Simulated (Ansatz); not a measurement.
Cartesian coordinates in Å:
```
N 0.9559 1.1673 0.6934
V -0.0076 0.0400 0.0837
O -1.6476 0.7382 0.0159
O 0.0826 -1.3679 1.1752
O 0.4989 -0.4383 -1.5413
H 1.4829 1.8726 1.1889
H -2.3001 0.2267 -0.4751
H -0.3240 -2.1778 0.8479
H 1.2589 -0.0606 -1.9885
```

Total charge 0; spin multiplicity 1.

(1) List the B3LYP/def2-TZVPP orbital energies in eV (Ansatz). (An estimate is asked.)

Results:

(1) Ansatz gave: Occupied: -5359.39, -608.14, -520.91, -520.60, -520.60, -512.92, -512.92, -512.83, -389.63, -73.54, -47.30, -47.12, -47.11, -26.88, -26.60, -26.50, -21.39, -13.87, -13.45, -13.25, -12.48, -10.39, -10.39, -9.91, -9.84, -9.46, -8.49, -8.15, -7.88. Lowest empty: -2.18, -2.08, -1.27, -0.82, -0.72, -0.35, 1.17, 1.58.

B3LYP here is the variant with VWN-RPA as its local correlation; programs differ in this.
